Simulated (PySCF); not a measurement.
Molfile (atoms numbered from 1):
```
C6H8N2
     RDKit          3D

 16 16  0  0  0  0  0  0  0  0999 V2000
   -2.7343   -0.6655   -0.4771 N   0  0  0  0  0  0  0  0  0  0  0  0
   -1.8910    0.3880   -0.0820 N   0  0  0  0  0  0  0  0  0  0  0  0
   -0.5179    0.2537    0.0038 C   0  0  0  0  0  0  0  0  0  0  0  0
    0.0947   -0.9942    0.1240 C   0  0  0  0  0  0  0  0  0  0  0  0
    1.4665   -1.0863    0.2686 C   0  0  0  0  0  0  0  0  0  0  0  0
    2.2504    0.0528    0.3003 C   0  0  0  0  0  0  0  0  0  0  0  0
    1.6473    1.2962    0.1858 C   0  0  0  0  0  0  0  0  0  0  0  0
    0.2809    1.3998    0.0344 C   0  0  0  0  0  0  0  0  0  0  0  0
   -2.8412   -1.3183    0.2966 H   0  0  0  0  0  0  0  0  0  0  0  0
   -2.3490   -1.1764   -1.2740 H   0  0  0  0  0  0  0  0  0  0  0  0
   -2.2222    1.2816   -0.4217 H   0  0  0  0  0  0  0  0  0  0  0  0
   -0.4991   -1.8974    0.1098 H   0  0  0  0  0  0  0  0  0  0  0  0
    1.9238   -2.0612    0.3577 H   0  0  0  0  0  0  0  0  0  0  0  0
    3.3210   -0.0247    0.4129 H   0  0  0  0  0  0  0  0  0  0  0  0
    2.2507    2.1919    0.2088 H   0  0  0  0  0  0  0  0  0  0  0  0
   -0.1883    2.3688   -0.0594 H   0  0  0  0  0  0  0  0  0  0  0  0
  1  2  1  0
  2  3  1  0
  3  4  2  0
  4  5  1  0
  5  6  2  0
  6  7  1  0
  7  8  2  0
  8  3  1  0
  1  9  1  0
  1 10  1  0
  2 11  1  0
  4 12  1  0
  5 13  1  0
  6 14  1  0
  7 15  1  0
  8 16  1  0
M  END
```

PySCF 2.14 calculation with GFN2-xTB geometry and GIAO PBE0/pcSseg-1 shieldings; isolated molecule, equivalent nuclei averaged, non-relativistic Hamiltonian, one conformer.

**Question.** List the cross peaks expected in HSQC, COSY and HMBC spectra.

**Answer.** 

HSQC (one-bond C–H):
```csv
δH,δC
7.49 (H13/H15),135.1 (C5/C7)
6.94 (H14),122.7 (C6)
6.65 (H12/H16),113.2 (C4/C8)
```

COSY cross peaks (H two or three bonds apart, from the bond graph; peaks can be absent where the dihedral angle is near 90°):
```csv
δH,δH
7.49 (H13/H15),6.94 (H14)
7.49 (H13/H15),6.65 (H12/H16)
```

HMBC (two and three bonds, from the bond graph):
```csv
δH,δC
7.49 (H13/H15),"156.3 (C3), 135.1 (C5/C7), 122.7 (C6), 113.2 (C4/C8)"
6.94 (H14),"135.1 (C5/C7), 113.2 (C4/C8)"
6.65 (H12/H16),"156.3 (C3), 135.1 (C5/C7), 122.7 (C6), 113.2 (C4/C8)"
```

Shifts are taken against calculated references (same method and geometry level): TMS for ¹H (31.72 ppm), ¹³C (186.93 ppm).

OH and NH positions are those of a molecule without intermolecular hydrogen bonds; in solution they move with solvent, concentration and temperature, and exchange usually removes their couplings. Shifts are as computed. Against solution values, carbons near 30 ppm lie about +3 ppm off and those near 130 ppm about +5 ppm. Of 1211 compounds with measured shifts, 218 miss one by over three times the rms of a fit or turn the order of signals round; such compounds aren't used in these exercises.
